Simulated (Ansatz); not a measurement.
Pulling on the Ga1–H6 bond in GaGeH5 (SMILES [GaH2][GeH3]) (multiplicity 1 held, fragments rigid). Energies count from the point at 1.575 Å.
Geometry at that point (charge 0, multiplicity 1):
```tsv
atom	x (Å)	y (Å)	z (Å)
Ga	-1.2304	-0.0777	-0.2920
Ge	1.1573	0.0702	0.2737
H	1.9820	-1.1429	-0.1997
H	1.7871	1.3290	-0.3615
H	1.3593	0.1998	1.7986
H	-2.2172	1.0451	0.2026
H	-1.8013	-1.2698	-1.1461
```

R- and RO- levels are restricted; in cc, def2 and unpolarised 6-31G sets they are followed outwards from rest. U- levels take the lowest unrestricted solution at each point, which mixes spins at long bonds. Active spaces are followed from a long bond inwards. Curves can end on different states.

Correlated levels freeze the cores. Filled d and f shells under p-block atoms count as core.

The values were computed with Ansatz (a program for electronic structure). Each number belongs to the level named beside it.

| level | energy at R = 5.038 Å (kcal/mol) |
|---|---|
| R-PBE/cc-pVTZ | 100.55 |
| U-PBE/cc-pVTZ | 77.65 |
| U-r2SCAN/cc-pVTZ | 79.24 |
| U-wB97X-V/cc-pVTZ | 83.55 |
| R-MP2/cc-pVTZ | [?] |
| U-CCSD(T)/cc-pVTZ | 80.75 |
| SC-NEVPT2 on CASSCF(2,2)/cc-pVTZ | 77.72 |
| FIC-NEVPT4(SD) on CASSCF(2,2)/cc-pVTZ | 80.56 |
| FIC-MRCISD+Q on CASSCF(2,2)/cc-pVTZ | 81.12 |

Fill in the missing entries.


- R-MP2/cc-pVTZ, energy at R = 5.038 Å (kcal/mol): 114.70

Doubts at one or more of the structures used: a restricted determinant that unrestricted orbitals would lower (R-PBE/cc-pVTZ, R-MP2/cc-pVTZ); a spin-contaminated determinant (U-PBE/cc-pVTZ, U-r2SCAN/cc-pVTZ, U-wB97X-V/cc-pVTZ, U-CCSD(T)/cc-pVTZ).
